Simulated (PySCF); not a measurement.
Vertical excitations of a molecule C6H12O from TDA-M06-2X/def2-SVPD run with PySCF, as energy in eV (oscillator strength): 4.26 (0.000), 7.19 (0.027), 8.11 (0.001), 8.18 (0.003), 8.35 (0.008), 8.37 (0.003). Lowest triplet (TDA): 3.79 eV. Coordinates come from a B3LYP-D3(BJ)/def2-SVP optimisation. One conformer was computed; it need not be the lowest.

Question: Which structure fits?
A. C/C=C(/C)CCO
B. C/C=C\CCCO
C. CC(=O)CC(C)C
D. C/C=C/OCCC

Answer: C, CC(=O)CC(C)C
